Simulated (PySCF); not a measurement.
Simulation results for ClH$_{2}$Si

Calculation on a computer-drawn molecule: vertical ionisation energy to the stated ion spin, frozen-core CCSD(T) at the basis limit and cheaper methods, single-reference cases, UHF for radicals, no spin-orbit; all values are single points at the evaluated structure, the first of each entry, which is the reference or a displaced copy of it and isn't optimised; the reference structure only sets the zero of the energies above reference; triples share is (T) over the correlation energy. Program: PySCF 2.14.0.

Common to all runs: diffuse functions no; basis cc-pV(n+d)Z; reference is the Hartree-Fock double-zeta minimum; best is HF at quadruple zeta + MP2 correlation extrapolated from triple and quadruple zeta + CCSD(T) minus MP2 at triple zeta; basis step is the size of the change from the same recipe one zeta lower.

```json
{"entry": 1, "formula": "ClH2Si", "evaluated_structure": {"atoms_angstrom": [["Si", -0.5613, -0.2533, -1.3203], ["Cl", -2.0342, 0.8037, -2.2019], ["H", 0.5543, 0.4583, -0.8824], ["H", -0.8604, -1.8725, -1.0259]]}, "reference_structure": {"atoms_angstrom": [["Si", -0.618, -0.2505, -1.325], ["Cl", -2.0125, 0.7703, -2.2321], ["H", 0.5982, 0.4416, -0.9209], ["H", -0.8413, -1.6695, -1.0833]]}, "given": {"charge": 1, "multiplicity": 1, "ion_multiplicity": 2, "drawn_bonds_atom": [1, 1, 1], "drawn_bonds_other_atom": [2, 3, 4], "drawn_bonds_order": [1, 1, 1]}, "results": {"ionisation_energy_best [eV]": 18.6, "ionisation_energy_basis_step [eV]": 0.06671, "energy_above_reference_best [kcal/mol]": 10.35, "energy_above_reference_basis_step [kcal/mol]": 0.2943, "triple_zeta_method": ["HF", "PBE", "r2SCAN", "B3LYP", "wB97X", "MP2", "CCSD", "CCSD(T)"], "triple_zeta_ionisation_energy [eV]": [17.38, 18.08, 18.21, 18.29, 18.44, 18.62, 18.36, 18.42], "triple_zeta_energy_above_reference [kcal/mol]": [11.79, 8.31, 9.747, 9.615, 10.67, 10.88, 10.35, 10.03], "ionisation_energy_Koopmans_at_triple_zeta [eV]": 18.91, "ionisation_energy_EOM_CCSD_at_triple_zeta [eV]": 18.45, "total_energy_HF_triple_zeta [hartree]": -749.3462, "total_energy_CCSD(T)_triple_zeta [hartree]": -749.6786, "total_energy_best [hartree]": -749.7311, "T1_diagnostic_at_triple_zeta": 0.01436, "D1_diagnostic_at_triple_zeta": 0.04076, "ion_T1_diagnostic_at_triple_zeta": 0.0368, "ion_D1_diagnostic_at_triple_zeta": 0.162, "ion_spin_squared_at_triple_zeta": 0.765, "triples_share_at_triple_zeta": 0.03909, "basis_functions_triple_zeta": 106}}
{"entry": 2, "formula": "ClH2Si", "evaluated_structure": {"atoms_angstrom": [["Si", -0.5613, -0.2533, -1.3203], ["Cl", -2.0342, 0.8037, -2.2019], ["H", 0.5543, 0.4583, -0.8824], ["H", -0.8679, -1.9131, -1.0185]]}, "reference_structure": {"atoms_angstrom": [["Si", -0.618, -0.2505, -1.325], ["Cl", -2.0125, 0.7703, -2.2321], ["H", 0.5982, 0.4416, -0.9209], ["H", -0.8413, -1.6695, -1.0833]]}, "given": {"charge": 1, "multiplicity": 1, "ion_multiplicity": 2, "drawn_bonds_atom": [1, 1, 1], "drawn_bonds_other_atom": [2, 3, 4], "drawn_bonds_order": [1, 1, 1]}, "results": {"ionisation_energy_best [eV]": 18.56, "ionisation_energy_basis_step [eV]": 0.06502, "energy_above_reference_best [kcal/mol]": 13.05, "energy_above_reference_basis_step [kcal/mol]": 0.3028, "triple_zeta_method": ["HF", "PBE", "r2SCAN", "B3LYP", "wB97X", "MP2", "CCSD", "CCSD(T)"], "triple_zeta_ionisation_energy [eV]": [17.36, 18.02, 18.15, 18.24, 18.4, 18.59, 18.33, 18.38], "triple_zeta_energy_above_reference [kcal/mol]": [14.88, 10.66, 12.34, 12.24, 13.46, 13.75, 13.09, 12.71], "ionisation_energy_Koopmans_at_triple_zeta [eV]": 18.85, "ionisation_energy_EOM_CCSD_at_triple_zeta [eV]": 18.41, "total_energy_HF_triple_zeta [hartree]": -749.3413, "total_energy_CCSD(T)_triple_zeta [hartree]": -749.6743, "total_energy_best [hartree]": -749.7268, "T1_diagnostic_at_triple_zeta": 0.01444, "D1_diagnostic_at_triple_zeta": 0.04076, "ion_T1_diagnostic_at_triple_zeta": 0.03976, "ion_D1_diagnostic_at_triple_zeta": 0.176, "ion_spin_squared_at_triple_zeta": 0.7668, "triples_share_at_triple_zeta": 0.03926, "basis_functions_triple_zeta": 106}}
{"entry": 3, "formula": "ClH2Si", "evaluated_structure": {"atoms_angstrom": [["Si", -2.1942, 0.104, -1.9537], ["Cl", -2.449, 2.0121, -1.3793], ["H", -3.1397, -0.1914, -3.1362], ["H", -2.5569, -0.9454, -0.929]]}, "reference_structure": {"atoms_angstrom": [["Si", -2.2529, 0.0836, -2.0184], ["Cl", -2.4333, 2.0326, -1.3311], ["H", -3.2789, -0.146, -3.0556], ["H", -2.4298, -0.836, -0.8763]]}, "given": {"charge": 0, "multiplicity": 2, "ion_multiplicity": 1, "drawn_bonds_atom": [1, 1, 1], "drawn_bonds_other_atom": [2, 3, 4], "drawn_bonds_order": [1, 1, 1]}, "results": {"ionisation_energy_best [eV]": 8.771, "ionisation_energy_basis_step [eV]": 0.05624, "energy_above_reference_best [kcal/mol]": 2.191, "energy_above_reference_basis_step [kcal/mol]": 0.2453, "triple_zeta_method": ["HF", "PBE", "r2SCAN", "B3LYP", "wB97X", "MP2", "CCSD", "CCSD(T)"], "triple_zeta_ionisation_energy [eV]": [8.596, 8.697, 8.916, 8.811, 8.812, 8.704, 8.733, 8.706], "triple_zeta_energy_above_reference [kcal/mol]": [2.82, 1.815, 1.972, 2.369, 2.062, 2.435, 2.342, 2.297], "total_energy_HF_triple_zeta [hartree]": -749.6358, "total_energy_CCSD(T)_triple_zeta [hartree]": -749.9770, "total_energy_best [hartree]": -750.0324, "T1_diagnostic_at_triple_zeta": 0.01292, "D1_diagnostic_at_triple_zeta": 0.04042, "spin_squared_at_triple_zeta": 0.7546, "ion_T1_diagnostic_at_triple_zeta": 0.01766, "ion_D1_diagnostic_at_triple_zeta": 0.05458, "triples_share_at_triple_zeta": 0.03724, "basis_functions_triple_zeta": 106, "dipole_magnitude_HF_at_triple_zeta [debye]": 0.8592, "dipole_magnitude_CCSD_unrelaxed_at_triple_zeta [debye]": 0.6795, "dipole_magnitude_PBE_at_triple_zeta [debye]": 0.5543, "dipole_magnitude_r2SCAN_at_triple_zeta [debye]": 0.623, "dipole_magnitude_B3LYP_at_triple_zeta [debye]": 0.6566, "dipole_magnitude_wB97X_at_triple_zeta [debye]": 0.7151}}
{"entry": 4, "formula": "ClH2Si", "evaluated_structure": {"atoms_angstrom": [["Si", -2.1942, 0.104, -1.9537], ["Cl", -2.4371, 1.9228, -1.4062], ["H", -3.1397, -0.1914, -3.1362], ["H", -2.5569, -0.9454, -0.929]]}, "reference_structure": {"atoms_angstrom": [["Si", -2.2529, 0.0836, -2.0184], ["Cl", -2.4333, 2.0326, -1.3311], ["H", -3.2789, -0.146, -3.0556], ["H", -2.4298, -0.836, -0.8763]]}, "given": {"charge": 0, "multiplicity": 2, "ion_multiplicity": 1, "drawn_bonds_atom": [1, 1, 1], "drawn_bonds_other_atom": [2, 3, 4], "drawn_bonds_order": [1, 1, 1]}, "results": {}}
```

**Q.** ClH$_{2}$Si (entry 4): dipole magnitude CCSD unrelaxed at triple zeta?
**A.** 0.2354 debye

**Q.** Give the table of triple zeta values for ClH$_{2}$Si (entry 4).
**A.** 
Triple zeta:
```
 method  ionisation energy (eV)  energy above reference (kcal/mol)
     HF                   8.366                              7.571
    PBE                   8.517                              6.662
 r2SCAN                   8.724                              6.342
  B3LYP                   8.616                              7.177
  wB97X                   8.601                              6.257
    MP2                   8.499                              6.928
   CCSD                   8.527                              7.022
CCSD(T)                   8.508                               7.05
```

Further results for ClH$_{2}$Si (entry 4):

- ionisation energy best: 8.572 eV
- ionisation energy basis step: 0.05364 eV
- energy above reference best: 6.503 kcal/mol
- energy above reference basis step: 0.7205 kcal/mol
- total energy HF triple zeta: -749.6282 hartree
- total energy CCSD(T) triple zeta: -749.9694 hartree
- total energy best: -750.0255 hartree
- T1 diagnostic at triple zeta: 0.01262
- D1 diagnostic at triple zeta: 0.03889
- spin squared at triple zeta: 0.7547
- ion T1 diagnostic at triple zeta: 0.01558
- ion D1 diagnostic at triple zeta: 0.04712
- triples share at triple zeta: 0.0369
- basis functions triple zeta: 106
- dipole magnitude HF at triple zeta: 0.3634 debye
- dipole magnitude PBE at triple zeta: 0.1554 debye
- dipole magnitude r2SCAN at triple zeta: 0.1993 debye
- dipole magnitude B3LYP at triple zeta: 0.2309 debye
- dipole magnitude wB97X at triple zeta: 0.2501 debye
